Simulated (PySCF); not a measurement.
Compound: C₃H₉NSi₂.
Geometry (GFN2-xTB, Å), atoms numbered from 1 in this order:
```
atom  x, y, z in Å
C1     1.9098    0.6654   -0.4065
Si2    1.0512   -1.0057   -0.6387
C3    -0.5767   -1.0604    0.3635
Si4   -1.9888    0.0524   -0.2352
C5    -1.4421    1.8329   -0.0706
N6    -1.1121    2.9256    0.0300
H7     2.8205    0.7181   -0.9955
H8     1.2723    1.4909   -0.7100
H9     2.1827    0.8308    0.6321
H10    0.7456   -1.2364   -2.0574
H11    1.9197   -2.0907   -0.1565
H12   -0.3551   -0.8240    1.4055
H13   -0.9418   -2.0881    0.3615
H14   -2.3011   -0.1431   -1.6533
H15   -3.1884   -0.0596    0.6036
```

Vertical excitations from PySCF (density fitting, frozen core in the response, grid level 2 and gas phase unless stated; continuum runs use non-equilibrium linear response for the excitations) on a GFN2-xTB geometry. Reference run:

```tsv
settings	S1, eV (f)	S2, eV (f)	S3, eV (f)	S4, eV (f)	S5, eV (f)	S6, eV (f)	T1, eV (Tamm–Dancoff)	mean α (au)
wB97X-D/def2-SVPD, full TDDFT, 8 singlets	7.21 (0.002)	7.49 (0.010)	7.52 (0.015)	7.98 (0.051)	8.24 (0.020)	8.26 (0.034)	6.08	90.2
```

**Question.** What do these settings give: (1) B97-D/6-311G**, IEF-PCM dichloromethane, start guess huckel, fitting basis def2-qzvpp-jkfit, TDA, 12 singlets; (2) OLYP/pcseg-1, energy threshold 1e-06 Eh, fitting basis def2-universal-jkfit, TDA, 6 singlets?

**Answer.** 
```
                                                                                                     settings    S1, eV (f)    S2, eV (f)    S3, eV (f)    S4, eV (f)    S5, eV (f)    S6, eV (f)  T1, eV (Tamm–Dancoff)  mean α (au)
B97-D/6-311G**, IEF-PCM dichloromethane, start guess huckel, fitting basis def2-qzvpp-jkfit, TDA, 12 singlets  6.32 (0.023)  6.43 (0.047)  6.47 (0.007)  6.54 (0.004)  6.69 (0.006)  6.85 (0.005)                   5.90        108.0
                 OLYP/pcseg-1, energy threshold 1e-06 Eh, fitting basis def2-universal-jkfit, TDA, 6 singlets  6.61 (0.001)  6.67 (0.062)  6.84 (0.006)  6.90 (0.001)  6.92 (0.002)  7.18 (0.025)                   6.01         80.9
```

(1) S1 moves by -0.89 eV; functional, basis, environment and response scheme change together, so the shift can't be laid on one. (2) S1 moves by -0.60 eV; functional, basis and response scheme change together, so the shift can't be laid on one. States are counted by energy in each run and needn't keep their character from row to row.

All basis functions are spherical, in the Pople sets too.

**Question.** Which orbital pairs make up S1 in each run, and how does it sit against the orbital gap?

**Answer.** 
```json
{"settings": "wB97X-D/def2-SVPD, full TDDFT, 8 singlets", "S1 configurations (weight)": "H−3→L 0.26, H−4→L+1 0.21, H→L+1 0.15", "S1 (eV)": "7.21", "orbital gap (eV)": "12.01", "S1 − gap (eV)": "-4.80"}
{"settings": "B97-D/6-311G**, IEF-PCM dichloromethane, start guess huckel, fitting basis def2-qzvpp-jkfit, TDA, 12 singlets", "S1 configurations (weight)": "H→L 0.68, H−1→L 0.30", "S1 (eV)": "6.32", "orbital gap (eV)": "6.22", "S1 − gap (eV)": "+0.10"}
{"settings": "OLYP/pcseg-1, energy threshold 1e-06 Eh, fitting basis def2-universal-jkfit, TDA, 6 singlets", "S1 configurations (weight)": "H−1→L 0.98", "S1 (eV)": "6.61", "orbital gap (eV)": "6.48", "S1 − gap (eV)": "+0.13"}
```

The species at its GFN2-xTB geometry (one conformer only).

The pairwise dispersion term of B97-D and wB97X-D wasn't added to the energies; at a given geometry it leaves orbitals and properties as they are.
